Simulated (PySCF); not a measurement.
SnFBr, SMILES [F][Sn][Br] (connectivity only; charge and spin as stated), neutral, multiplicity 1.

Coordinates come from a B3LYP-D3(BJ)/def2-TZVP optimisation. The def2 effective core potentials stand for the cores of Sn; spin–orbit coupling is left out.

Computed with HF/def2-TZVPD (PySCF).

Gas-phase values at a fixed geometry.

```json
{
 "total_energy": "-2885.35979 hartree",
 "point_group": "Cs",
 "highest_occupied_level": "-10.41 eV",
 "lowest_empty_level": "-0.48 eV",
 "orbital_gap": "9.93 eV",
 "dipole_moment": "3.76 D",
 "quadrupole, principal values (traceless, Buckingham form, about the centre of nuclear charge)": "-10.73, 2.73, 8.00 D·Å",
 "mean_static_polarisability": "61.0 bohr³ (9.04 Å³)",
 "polarisability_principal_values": "50.7, 51.6, 80.6 bohr³"
}
```
